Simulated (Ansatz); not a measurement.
CH8ClNSi2 (`CN[SiH]([SiH3])Cl`). Total charge 0; spin multiplicity 1.

```xyz
13

C     0.1337    1.6944    0.8467
N    -0.8598    0.6401    0.8312
Si   -0.5598   -0.9706    0.3704
Si    0.5395   -1.0807   -1.6911
Cl    0.6687   -2.0204    1.6913
H     0.6538    1.7792    1.8075
H     0.8902    1.4978    0.0833
H    -0.3204    2.6608    0.6126
H    -1.6261    0.8015    1.4669
H    -1.8686   -1.6677    0.3972
H     0.7485   -2.5064   -2.0562
H    -0.2650   -0.4178   -2.7530
H     1.8652   -0.4102   -1.6069
```

Task: Give the diagnostics of a CCSD(T)/def2-TZVPP run (frozen core, the Gaussian-basis code of Ansatz). (Best estimate.)

Result: Computed: T1 = 0.0111, largest single amplitude 0.014, largest double 0.013, (T) share of the correlation energy 3.8 %, 9 CCSD cycles. The RHF solution is stable towards an unrestricted one. T1 lies under the customary mark of 0.02 for closed shells.
